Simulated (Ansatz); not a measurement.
`C=[CH][AlH][CH3]` at its PBE0-D4/def2-TZVP geometry, where that method's forces vanish. The species carries charge 0 and has multiplicity 1.

```xyz
11

C    -1.3863    1.2729    0.4118
C    -0.8307    0.3769    1.2329
Al    0.5670   -0.8198    0.6023
C     1.1406   -0.6866   -1.2607
H    -1.0804    1.3649   -0.6288
H    -2.1708    1.9601    0.7253
H    -1.2047    0.3618    2.2574
H     1.2135   -1.8772    1.6012
H     1.5070    0.3191   -1.4928
H     1.9373   -1.3936   -1.5031
H     0.3075   -0.8786   -1.9454
```

(1) What forces (eV/Å) does PBE-D4/def2-TZVPP give on these atoms in Ansatz 0.2.0? (An estimate is asked.)

Answers

(1) The calculation gave: 
```
C1  -0.136  0.215 -0.192
C2   0.195 -0.271  0.180
Al3  0.028 -0.046  0.045
C4  -0.012 -0.017  0.079
H5   0.055  0.031 -0.223
H6  -0.171  0.156  0.054
H7  -0.068 -0.018  0.222
H8   0.048 -0.078  0.071
H9   0.064  0.187 -0.052
H10  0.148 -0.130 -0.050
H11 -0.151 -0.030 -0.135
```
